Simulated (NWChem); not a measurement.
System: CH₃F₃Si; SMILES FC(F)(F)[SiH3]

Input file for NWChem:

```
start job
memory heap 200 mb stack 900 mb global 1100 mb
geometry units angstroms
  Si     1.604767     0.273143    -0.021204
  C     -0.315504    -0.053685     0.004170
  F     -0.965867     0.734041     0.884533
  F     -0.622772    -1.322852     0.341073
  F     -0.896556     0.165732    -1.192826
  H      1.728938     1.676710    -0.395951
  H      2.117659    -0.655996    -1.021052
  H      2.040377    -0.018902     1.339353
end
basis spherical
  * library def2-svp
end
dft
  xc xpbe96 cpbe96
  disp vdw 4
  iterations 150
end
driver
  maxiter 120
end
task dft optimize
task dft freq
```

NWChem printed, in part:

```
             Northwest Computational Chemistry Package (NWChem) 7.3.0
             --------------------------------------------------------

 C3  symmetry detected

                             Geometry "geometry" -> ""
                             -------------------------

 Output coordinates in angstroms (scale by  1.889725989 to convert to a.u.)

  No.       Tag          Charge          X              Y              Z
 ---- ---------------- ---------- -------------- -------------- --------------
    1 Si                  14.0000     0.00000000     0.00000000    -1.54492399
    2 C                    6.0000     0.00000000     0.00000000     0.40312660
    3 F                    9.0000     0.98372761     0.76167047     0.92344838
    4 F                    9.0000     0.16776217    -1.23276834     0.92344838
    5 F                    9.0000    -1.15148978     0.47109787     0.92344838
    6 H                    1.0000    -0.18560835     1.40000261    -1.90764334
    7 H                    1.0000    -1.11963365    -0.86074285    -1.90764334
    8 H                    1.0000     1.30524200    -0.53925976    -1.90764334

 Effective nuclear repulsion energy (a.u.)     250.6428157603

      Symmetry information
      --------------------

 Group name             C3
 Group number              5
 Group order               3
 No. of unique centers     4

                                Z-matrix (autoz)
                                --------

 Units are Angstrom for bonds and degrees for angles

      Type          Name      I     J     K     L     M      Value
      ----------- --------  ----- ----- ----- ----- ----- ----------
    1 Stretch                  1     2                       1.94805
    2 Stretch                  1     6                       1.45809
    3 Stretch                  1     7                       1.45809
    4 Stretch                  1     8                       1.45809
    5 Stretch                  2     3                       1.34855
    6 Stretch                  2     4                       1.34855
    7 Stretch                  2     5                       1.34855
    8 Bend                     1     2     3               112.69571
    9 Bend                     1     2     4               112.69571
   10 Bend                     1     2     5               112.69571
   11 Bend                     2     1     6               104.40436
   12 Bend                     2     1     7               104.40436
   13 Bend                     2     1     8               104.40436
   14 Bend                     3     2     4               106.06304
   15 Bend                     3     2     5               106.06304
   16 Bend                     4     2     5               106.06304
   17 Bend                     6     1     7               114.02750
   18 Bend                     6     1     8               114.02750
   19 Bend                     7     1     8               114.02750
   20 Torsion                  3     2     1     6         -59.80254
   21 Torsion                  3     2     1     7        -179.80254
   22 Torsion                  3     2     1     8          60.19746
   23 Torsion                  4     2     1     6        -179.80254
   24 Torsion                  4     2     1     7          60.19746
   25 Torsion                  4     2     1     8         -59.80254
   26 Torsion                  5     2     1     6          60.19746
   27 Torsion                  5     2     1     7         -59.80254
   28 Torsion                  5     2     1     8        -179.80254

  pbe96 is a nonlocal functional; adding pw91lda local functional.

                           NWChem Geometry Optimization
                           ----------------------------

[...]

      ----------------------
      Optimization converged
      ----------------------

  Step       Energy      Delta E   Gmax     Grms     Xrms     Xmax
  ---- ---------------- -------- -------- -------- -------- --------
@    4    -628.09286545 -8.4D-07  0.00034  0.00007  0.00033  0.00088
                                     ok       ok       ok       ok

                                Z-matrix (autoz)
                                --------

 Units are Angstrom for bonds and degrees for angles

      Type          Name      I     J     K     L     M      Value     Gradient
      ----------- --------  ----- ----- ----- ----- ----- ---------- ----------
    1 Stretch                  1     2                       1.94289    0.00034
    2 Stretch                  1     6                       1.49877    0.00003
    3 Stretch                  1     7                       1.49877    0.00003
    4 Stretch                  1     8                       1.49877    0.00003
    5 Stretch                  2     3                       1.35890   -0.00003
    6 Stretch                  2     4                       1.35890   -0.00003
    7 Stretch                  2     5                       1.35890   -0.00003
    8 Bend                     1     2     3               111.52230   -0.00001
    9 Bend                     1     2     4               111.52230   -0.00001
   10 Bend                     1     2     5               111.52230   -0.00001
   11 Bend                     2     1     6               107.84658   -0.00001
   12 Bend                     2     1     7               107.84658   -0.00001
   13 Bend                     2     1     8               107.84658   -0.00001
   14 Bend                     3     2     4               107.34454    0.00001
   15 Bend                     3     2     5               107.34454    0.00001
   16 Bend                     4     2     5               107.34454    0.00001
   17 Bend                     6     1     7               111.04585    0.00001
   18 Bend                     6     1     8               111.04585    0.00001
   19 Bend                     7     1     8               111.04585    0.00001
   20 Torsion                  3     2     1     6         -59.82913    0.00000
   21 Torsion                  3     2     1     7        -179.82913    0.00000
   22 Torsion                  3     2     1     8          60.17087    0.00000
   23 Torsion                  4     2     1     6        -179.82913    0.00000
   24 Torsion                  4     2     1     7          60.17087    0.00000
   25 Torsion                  4     2     1     8         -59.82913    0.00000
   26 Torsion                  5     2     1     6          60.17087    0.00000
   27 Torsion                  5     2     1     7         -59.82913    0.00000
   28 Torsion                  5     2     1     8        -179.82913    0.00000

[...]

 Rotational Constants
 --------------------
 A=   0.173368 cm-1  (  0.249432 K)
 B=   0.096433 cm-1  (  0.138743 K)
 C=   0.096433 cm-1  (  0.138743 K)

 Temperature                      =   298.15K
 frequency scaling parameter      =   1.0000

 Zero-Point correction to Energy  =   23.674 kcal/mol  (  0.037726 au)
 Thermal correction to Energy     =   27.439 kcal/mol  (  0.043728 au)
 Thermal correction to Enthalpy   =   28.032 kcal/mol  (  0.044671 au)

 Total Entropy                    =   74.844 cal/mol-K
   - Translational                =   39.700 cal/mol-K (mol. weight =  99.9956)
   - Rotational                   =   24.212 cal/mol-K (symmetry #  =        3)
   - Vibrational                  =   10.932 cal/mol-K

 Cv (constant volume heat capacity) =   20.650 cal/mol-K
   - Translational                  =    2.979 cal/mol-K
   - Rotational                     =    2.979 cal/mol-K
   - Vibrational                    =   14.691 cal/mol-K

[normal modes left out]

 ----------------------------------------------------------------------------
 Normal Eigenvalue ||           Projected Infra Red Intensities
  Mode   [cm**-1]  || [atomic units] [(debye/angs)**2] [(KM/mol)] [arbitrary]
 ------ ---------- || -------------- ----------------- ---------- -----------
    1       -0.000 ||    0.000045           0.001         0.044       0.010
    2       -0.000 ||    0.000389           0.009         0.380       0.082
    3       -0.000 ||    0.000031           0.001         0.030       0.007
    4       -0.000 ||    0.000050           0.001         0.049       0.011
    5       -0.000 ||    0.000305           0.007         0.297       0.064
    6        0.000 ||    0.000615           0.014         0.600       0.130
    7      151.363 ||    0.000000           0.000         0.000       0.000
    8      203.742 ||    0.000701           0.016         0.683       0.148
    9      203.748 ||    0.000701           0.016         0.683       0.148
   10      393.473 ||    0.016025           0.370        15.622       3.383
   11      486.669 ||    0.005930           0.137         5.781       1.252
   12      486.675 ||    0.005927           0.137         5.778       1.251
   13      623.015 ||    0.037182           0.858        36.247       7.849
   14      623.037 ||    0.037180           0.858        36.245       7.849
   15      718.238 ||    0.004463           0.103         4.351       0.942
   16      866.420 ||    0.201758           4.655       196.684      42.594
   17      902.643 ||    0.024065           0.555        23.460       5.080
   18      902.656 ||    0.024070           0.555        23.465       5.082
   19     1107.391 ||    0.212954           4.913       207.598      44.957
   20     1107.392 ||    0.212955           4.913       207.599      44.957
   21     1179.906 ||    0.169020           3.899       164.769      35.682
   22     2189.957 ||    0.022563           0.521        21.996       4.763
   23     2210.767 ||    0.079954           1.845        77.943      16.879
   24     2210.770 ||    0.079956           1.845        77.945      16.880
 ----------------------------------------------------------------------------
```

Level: PBE-D3(BJ)/def2-SVP.
